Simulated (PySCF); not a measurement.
W(S)(F)2(OH)2 (F2H2O2SW), SMILES [S]=[W]([OH])([F])([F])[OH], multiplicity 1.

Geometry: B3LYP-D3(BJ)/def2-SVP. The multiplicity is an assumed one; no other spin state was optimised. The structure was generated by enumeration; whether it is a known compound was not checked. The def2 effective core potentials stand for the cores of W; spin–orbit coupling is left out. One conformer was computed; it need not be the lowest.

These are B3LYP-D3(BJ)/def2-SVP (PySCF 2.14.0) values and carry that method's errors.

Frequencies are harmonic and unscaled.

Question: List the normal modes with their intensities. (The exact figures need the calculation; the answer reports its results.)

Answer: 
```csv
mode,ν (cm⁻¹),IR (km/mol),Raman (Å⁴/amu),depolarisation,moving atoms (share of kinetic energy)
1,107,8.4,0.7,0.74,"F 51 %, O 45 %"
2,139,34.2,0.7,0.75,"F 47 %, H 34 %, O 11 %"
3,181,29.9,4.6,0.75,"S 35 %, F 32 %, H 20 %, W 9 %"
4,215,1.3,5.6,0.75,"O 45 %, S 41 %"
5,218,2.5,1.7,0.70,"O 61 %, H 23 %, W 10 %"
6,238,1.4,1.9,0.66,"F 38 %, O 27 %, W 15 %, H 13 %"
7,277,28.9,3.5,0.75,"H 58 %, F 31 %"
8,309,187.8,2.0,0.74,"H 65 %, F 16 %, O 11 %"
9,334,55.2,1.5,0.75,"F 45 %, O 34 %, H 21 %"
10,556,76.3,16.2,0.15,"S 71 %, W 13 %"
11,572,338.0,0.9,0.75,"H 62 %, O 31 %"
12,590,16.8,3.9,0.22,"O 36 %, F 29 %, H 21 %, S 10 %"
13,629,48.4,2.4,0.36,"F 67 %, H 18 %, O 10 %"
14,707,174.0,5.5,0.10,"F 77 %, W 9 %"
15,722,106.9,2.8,0.75,"O 71 %, W 15 %, H 14 %"
16,754,60.7,19.3,0.12,"O 59 %, H 29 %"
17,3853,286.9,107.3,0.75,H 94 %
18,3856,281.0,164.0,0.12,H 94 %
```
